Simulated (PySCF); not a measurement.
# Simulated absorption spectrum

C5H5FO.
SMILES: `C=C/C=C\C(=O)F`

Level of theory: TDDFT PBE0/def2-SVPD, vertical, gas phase, core orbitals frozen in the response in PySCF 2.14.0, density-fitted response routines. The structure is a single GFN2-xTB conformer in the gas phase; no vibrational or solvent corrections. Torsions of this conformer, `[CH2:1]=[CH:2]/[CH:3]=[CH:4]\[C:5](=[O:6])[F:7]`: C1–C2–C3–C4 180°, C3–C4–C5–O6 0°.

Each state is given a Gaussian of 0.5 eV full width at half maximum, with ε(max) = 2.175×10⁸ f / Δν̃ (Δν̃ the width in cm⁻¹). The cross-section is σ = 3.8235×10⁻²¹ ε cm², given in Mb (10⁻¹⁸ cm²). The width is an assumption, not a result. The curve ends short of the highest state used, and states not computed would add to its high-energy end.

(E (eV), σ (Mb)): (3.89, 0.00), (3.95, 0.00), (4.00, 0.01), (4.06, 0.03), (4.11, 0.07), (4.17, 0.19), (4.22, 0.42), (4.28, 1.05), (4.33, 2.10), (4.39, 4.47), (4.44, 7.92), (4.50, 14.60), (4.55, 22.87), (4.61, 36.43), (4.66, 50.52), (4.72, 69.51), (4.77, 85.32), (4.83, 101.40), (4.88, 110.17), (4.94, 113.12), (4.99, 108.78), (5.05, 96.48), (5.10, 82.13), (5.16, 62.92), (5.21, 47.41), (5.27, 31.37), (5.32, 20.93), (5.38, 11.96), (5.43, 7.06), (5.49, 3.49), (5.54, 1.82), (5.60, 0.78), (5.65, 0.36), (5.71, 0.14), (5.76, 0.06), (5.82, 0.05), (5.87, 0.06), (5.93, 0.13), (5.98, 0.25), (6.04, 0.48), (6.09, 0.79), (6.15, 1.33), (6.20, 1.94), (6.26, 2.84), (6.31, 3.66), (6.37, 4.61), (6.42, 5.27), (6.48, 5.74), (6.53, 5.81), (6.59, 5.50), (6.64, 4.96), (6.70, 4.16), (6.75, 3.52), (6.81, 3.02), (6.86, 3.04), (6.92, 3.86)

Question: Locate the maxima and give the states behind the curve.

Answer: 252 nm (4.93 eV), ε about 30000, made up of S2 (100%); 190 nm (6.52 eV), ε about 1500, made up of S3 (97%) (ε in L mol⁻¹ cm⁻¹; maxima over ε = 5, shares over 10%). At its high-energy end, 6.92 eV, the curve is still rising (ε about 1000, from S3 and S7). The states used: S1 4.64 eV (f 0.0000); S2 4.93 eV (f 0.549); S3 6.51 eV (f 0.028); S4 6.62 eV (f 0.0008); S5 7.22 eV (f 0.0000); S6 7.26 eV (f 0.0003); S7 7.40 eV (f 0.181); S8 7.52 eV (f 0.0004).

Question: What would ε be at 4.93 eV, the highest of these maxima, with half the width (0.25 eV)?

Answer: About 59200 L mol⁻¹ cm⁻¹ against 29600, a factor of about 2.00; a lone state at its own centre would give exactly 2.

Question: Coming from long wavelengths, where does ε first pass 100 L mol⁻¹ cm⁻¹?

Answer: At about 294 nm (4.22 eV), 0.43 eV below S1.

Question: On this curve, what absorbance would a 10⁻⁴ mol/L sample give at 248 nm over a 1 cm path?

Answer: 248 nm is 4.999 eV, where ε is about 28000 L mol⁻¹ cm⁻¹, so A = ε c l ≈ 2.8 (Beer–Lambert, with the gas-phase spectrum and the assumed width).
